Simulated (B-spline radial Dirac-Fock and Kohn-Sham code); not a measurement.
## Core-level shifts of xenon with charge state

The computed values come from a B-spline atomic structure program: relaxed Dirac-Fock hole states (ΔSCF) with Breit and QED corrections and a finite nucleus. Each ion is free and in its tabulated ground configuration. No correlation.

Reference: Xe³⁸⁺, [Ne] 3s2 3p4, with K 36831.5 eV, L1 7624.9 eV. Shifts from it, in eV (a dash: the subshell is empty, belongs to an open shell averaged over j, or its hole state is left out as unreliable):

| ion | configuration | K | L1 |
| --- | --- | --- | --- |
| Xe³⁹⁺ | [Ne] 3s2 3p3 | +131.4 | +112.1 |
| Xe⁴⁰⁺ | [Ne] 3s2 3p2 | ? | ? |
| Xe⁴¹⁺ | [Ne] 3s2 3p1 | +400.0 | +340.4 |
| Xe⁴²⁺ | [Ne] 3s2 | +537.1 | +456.6 |
| Xe⁴³⁺ | [Ne] 3s1 | – | – |
| Xe⁴⁴⁺ | [He] 2s2 2p6 | +800.0 | +676.6 |
| Xe⁴⁵⁺ | [He] 2s2 2p5 | +1124.9 | +884.0 |
| Xe⁴⁶⁺ | [He] 2s2 2p4 | +1454.4 | +1093.6 |
| Xe⁴⁷⁺ | [He] 2s2 2p3 | +1788.6 | +1305.6 |

Problem. Give the missing shifts for Xe⁴⁰⁺.

Solution. K +264.8, L1 +225.6 (eV).
